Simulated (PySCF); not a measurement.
Input of a response calculation (the driver script's job line, then coordinates in Å):

```
{"job": {"kind": "uv", "xc": "PBE0", "basis": "def2-SVPD", "nstates": 6, "ntriplets": 2}, "charge": 0, "multiplicity": 1}
Cl     2.321750    -1.304046     0.416051
C      0.800397    -0.471382     0.185851
C      0.430708     0.722310     1.074171
C     -0.411237     1.169480    -0.107647
C     -1.001762    -0.082488    -0.734916
C     -0.506643    -1.265495     0.077957
C      0.394489     0.350310    -1.072065
H      1.272409     1.388279     1.249215
H     -0.070671     0.496523     2.015264
H     -0.835451     2.147231    -0.256409
H     -1.876382    -0.059167    -1.361485
H     -0.400894    -2.161189    -0.529626
H     -1.014144    -1.504065     1.012527
H      0.896753     0.573227    -1.991053
```

Its output, with some lines taken out ([cut]):

```
coarse grid: 12480 points
cycle   1  E = -692.1322358715  dE =  1.330e+00  |g| = 3.300e-01  |ddm| = 9.547e+00
cycle   2  E = -692.1293396264  dE =  2.896e-03  |g| = 3.741e-01  |ddm| = 1.658e+00
cycle   3  E = -692.1629726544  dE = -3.363e-02  |g| = 3.664e-02  |ddm| = 1.060e+00
cycle   4  E = -692.1632282724  dE = -2.556e-04  |g| = 2.026e-02  |ddm| = 2.269e-01
cycle   5  E = -692.1633317980  dE = -1.035e-04  |g| = 4.744e-03  |ddm| = 1.273e-01
cycle   6  E = -692.1633366691  dE = -4.871e-06  |g| = 1.525e-03  |ddm| = 3.134e-02
final grid: 116600 points
cycle   7  E = -692.2453897822  dE = -3.602e-05  |g| = 9.604e-03  |ddm| = 2.508e-01
cycle   8  E = -692.2453648845  dE =  2.490e-05  |g| = 1.394e-02  |ddm| = 1.119e-01
cycle   9  E = -692.2454135983  dE = -4.871e-05  |g| = 1.016e-03  |ddm| = 7.114e-02
cycle  10  E = -692.2454138360  dE = -2.377e-07  |g| = 2.438e-04  |ddm| = 3.744e-03
cycle  11  E = -692.2454138492  dE = -1.313e-08  |g| = 6.766e-05  |ddm| = 1.247e-03
cycle  12  E = -692.2454138503  dE = -1.120e-09  |g| = 1.867e-05  |ddm| = 3.829e-04
cycle  13  E = -692.2454138504  dE = -8.345e-11  |g| = 4.810e-06  |ddm| = 9.871e-05
converged SCF energy = -692.2454138504

[cut]

Singlet excitations
state   eV       nm        f      main configurations
[cut]
  2   7.4645    166.1   0.03611   H->L+1 0.84
[cut]
  4   7.5498    164.2   0.00076   H->L+2 0.76, H-2->L 0.17
[cut]
  6   7.8287    158.4   0.00006   H-2->L 0.61, H->L+2 0.18, H-2->L+2 0.09

[cut]
```

Method: TDDFT PBE0/def2-SVPD, vertical, gas phase, core orbitals frozen in the response (PySCF 2.14.0, density-fitted response routines). Isolated species at its GFN2-xTB geometry, gas phase.

Problem. Restore the lines that were cut, in order.

Solution. 
```
Static polarisability (au): isotropic 74.470, principal 67.090 71.396 84.925
  1   6.9819    177.6   0.00174   H->L 0.93
  3   7.4649    166.1   0.00788   H-1->L 0.75
  5   7.7855    159.3   0.00585   H->L+3 0.89
Triplet excitations (Tamm-Dancoff, eV): 6.6524 6.9299
```

Problem. How many basis functions and electrons does this run hold?

Solution. 203 basis functions for 60 electrons in 30 doubly occupied orbitals.

Problem. Give the energy of state 6 in hartree, cm⁻¹ and kJ/mol.

Solution. 0.28770 hartree, 63143 cm⁻¹, 755.4 kJ/mol.

Problem. What is the total energy of state 6 at this geometry?

Solution. -692.24541 + 0.28770 = -691.95771 hartree.

Problem. Which species is it?

Solution. `Cl[C@]12C[C@@H]3[C@H](C1)[C@@H]32` (C6H7Cl), point group Cs.

The SCF starts on a coarse grid; the energy jumps when the final grid takes over, and dE counts afresh there. H and L stand for HOMO and LUMO.

Without π bonds the low states may be Rydberg-like; a valence basis with one diffuse set may place them up to an eV too high.
